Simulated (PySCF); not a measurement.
**How methods differ on the excitation energy of Cd+**

Cd+ [Kr] 4d10 5s1 (2S) → Cd+ [Kr] 4d10 5p1 (2P), as a difference of total energies. All numbers are calculated (PySCF 2.14, scalar relativity through the core potential, in aug-cc-pVTZ-PP with ECP28MDF). Correlated levels: valence: 4s2 4p6 frozen. The calculations carry no spin-orbit coupling.

```tsv
method	excitation energy (eV)	error (eV)
UHF	5.137	-0.540
MP2 (valence)	5.677	0.000
SCS-MP2 (valence)	5.609	-0.068
CCSD (valence)	5.557	-0.120
CCSD(T) (valence)	5.587	-0.090
```

Reference: 5.677 eV (measured; NIST levels, between the centres of gravity of the two terms).

Errors of the correlated levels include the incompleteness of this basis and the frozen core.
